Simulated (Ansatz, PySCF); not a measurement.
C2H8FNSi2, SMILES N[Si@H]([SiH2]F)C=C. Atoms are numbered in the order given.

```xyz
14

C     -2.5260    -0.8531     0.0795
C     -1.6139    -0.4587     0.9795
Si    -0.2618     0.7686     0.5700
N     -0.7483     1.6601    -0.8414
Si     1.7483    -0.3247     0.0356
F      1.4804    -1.3859    -1.1834
H     -2.5196    -0.4584    -0.9425
H     -3.3095    -1.5803     0.3210
H     -1.6530    -0.8855     1.9906
H      0.0150     1.5772     1.8074
H     -1.6180     2.1866    -0.8231
H     -0.0565     2.1319    -1.4152
H      2.8023     0.6273    -0.4309
H      2.2828    -1.0903     1.2004
```
Charge 0, spin multiplicity 1.

Coordinates come from a B3LYP-D3(BJ)/def2-SVP optimisation. The structure was generated by enumeration; whether it is a known compound was not checked. The values are those of a single conformer.

Vertical ionisation energy (IE) and electron affinity (EA) in eV. Rows of orbital energies are one-electron estimates. Where ΔSCF, EOM or ADC give a negative EA the extra electron is unbound and the value depends on the basis.

```json
[
 {"level": "−ε(HOMO), −ε(LUMO), CAM-B3LYP/def2-TZVP (PySCF)", "IE": "8.63", "EA": "-0.37"},
 {"level": "−ε(HOMO), −ε(LUMO), PBE/def2-TZVP (PySCF)", "IE": "6.05", "EA": "1.68"},
 {"level": "ΔSCF, CAM-B3LYP/def2-SVPD (Ansatz), final states of multiplicity 2 and 2", "IE": "9.40", "EA": "-0.97"},
 {"level": "ΔSCF, PBE/def2-SVPD (Ansatz), final states of multiplicity 2 and 2", "IE": "8.76", "EA": "-0.60"}
]
```

### Question
What vertical singlet–triplet gap does ΔSCF give with CAM-B3LYP/def2-SVPD (Ansatz, a program for electronic structure) and with PBE/def2-SVPD (Ansatz)? (Estimate from the structure and the level; the computed values follow.)

### Answer
4.10 and 4.05 eV (triplet above singlet where positive).
